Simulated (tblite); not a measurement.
Species: C4H6OSi.
SMILES: `[SiH3]c1ccco1`

Level: GFN2-xTB in tblite, geometry and Hessian alike; calculated harmonic values, unscaled, isolated species. Errors from tens to a few hundred cm⁻¹ against measured bands are possible. Modes of hydrogen on silicon can be 10 to 20 % off.

Harmonic wavenumbers (cm⁻¹): 48.6, 158.0, 181.5, 460.6, 527.0, 551.1, 586.4, 633.1, 766.4, 770.6, 784.3, 793.4, 823.5, 849.0, 860.2, 910.3, 1041.7, 1094.7, 1116.3, 1186.7, 1215.2, 1364.9, 1440.3, 1556.8, 2252.9, 2261.7, 2275.8, 3161.4, 3173.4, 3183.6.

A = 8503, B = 1997, C = 1648 MHz; mass 98.019 u (most abundant isotopes); point group Cs, symmetry number 1.

Task: Zero-point energy?

Result: ½Σν̃ = 18015 cm⁻¹ = 215.51 kJ/mol.

Task: Entropy at 298.15 K, 1 bar (ideal gas, RRHO, classical rotation)?

Result: Translation 166.04, rotation 112.31, vibration 60.33: S = 338.7 J/(mol K).

Task: And Cp and H(298.15 K) − H(0)?

Result: Cp = 108.49 J/(mol K), of which vibrations give 75.23 (their classical limit is 30 R = 249.4); H(298.15 K) − H(0) = 19.74 kJ/mol without the zero-point energy, 9.82 from vibrations.

Task: Blend soft modes into free rotors: weight 1/[1 + (100 cm⁻¹/ν̃)⁴] for the oscillator and the rest for a rotor with moment μB/(μ + B), μ = h/(8π²ν), B = 10⁻⁴⁴ kg m². What vibrational entropy results?

Result: 55.07 J/(mol K) in place of 60.33, which changes −T·S at 298.15 K by +1.57 kJ/mol.

Task: What must be added to the electronic energy to get the Gibbs energy at 298.15 K and 1 bar?

Result: ZPE + [H(298.15 K) − H(0)] − T·S = 215.51 + 19.74 − 100.98 = 134.27 kJ/mol.

Task: How do the functions run with temperature in this model?

Result: 
```tsv
T (K)	S (J/(mol K))	Cp (J/(mol K))	H − H(0) (kJ/mol)	G − H(0) (kJ/mol)	ln q(vib)
150	282.3	62.8	7.18	-35.16	1.46
250	321.0	92.8	14.89	-65.36	2.67
400	374.9	138.2	32.35	-117.59	4.70
600	439.4	179.8	64.48	-199.18	7.65
900	519.9	216.2	124.41	-343.53	12.01
```

q(vib) and H(0) count from the zero-point level.

Task: Which modes carry the vibrational entropy at 298.15 K?

Result: 48.6 cm⁻¹: 20.39; 158.0 cm⁻¹: 10.77; 181.5 cm⁻¹: 9.68; 460.6 cm⁻¹: 3.20; 527.0 cm⁻¹: 2.49; 551.1 cm⁻¹: 2.27 J/(mol K); the other 24 give 11.55 together.

Hindered rotation and anharmonicity are outside this model.
